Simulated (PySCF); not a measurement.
Distorted geometries of [Nd2H5]+

[Nd2H5]+ (singlet in the valence; each metal's 4f electrons, 3 of them, lie in its core potential, out of spins and levels; a saddle point, relaxed within its symmetry). PySCF 2.14.0, RKS PBE0, Nd lcecp-1-SVP with ECP49, H def2-SVP; non-relativistic Hamiltonian with scalar-relativistic core potentials where named; density fitting; no spin-orbit coupling. Relaxed geometry:

```xyz
7

Nd   -0.7521    0.0000    2.0092
Nd    0.7521    0.0000   -2.0092
H     0.0000    0.0000    0.0000
H     0.4130    1.5778    2.3585
H     0.4130   -1.5778    2.3585
H    -0.4130    1.5778   -2.3585
H    -0.4130   -1.5778   -2.3585
```

Problem. Order these distorted geometries by energy above the relaxed one, lowest first.
A.
```xyz
7

Nd   -0.6968   -0.0334    2.1022
Nd    0.8089    0.0221   -2.0657
H    -0.0226   -0.0597    0.0556
H     0.3896    1.5633    2.3630
H     0.3854   -1.4803    2.2265
H    -0.4960    1.5181   -2.3281
H    -0.3683   -1.5301   -2.3535
```
B.
```xyz
7

Nd   -0.7677    0.0225    2.0197
Nd    0.7324    0.0170   -1.9595
H     0.0264   -0.0403   -0.0629
H     0.4234    1.5274    2.3731
H     0.3853   -1.5691    2.3294
H    -0.4193    1.5868   -2.3742
H    -0.3805   -1.5443   -2.3256
```
C.
```xyz
7

Nd   -0.6454    0.0577    1.8139
Nd    0.9254    0.1727   -1.7488
H     0.4128   -0.0996   -0.0069
H     0.4309    1.5134    2.6345
H     0.2914   -1.6990    2.2169
H    -0.7106    1.4395   -2.5168
H    -0.7045   -1.3847   -2.3929
```

Solution. B (0.08 eV), A (0.25 eV), C (1.23 eV).

Problem. Which forces (eV/Å) act in the one that lies 1.23 eV up?

Solution. 
```
Nd  -0.37 -0.62  0.60
Nd  -1.40 -0.27 -4.28
H   -0.72 -0.05  2.33
H    0.09  0.06 -0.08
H   -0.14  0.36 -0.07
H    1.14 -0.52  0.78
H    1.40  1.03  0.73
```
Forces carry noise of the integration grid, about 0.01 to 0.03 eV/Å.

An lcecp potential fixes the number of 4f electrons, so in runs with it no electron can move into or out of that shell.
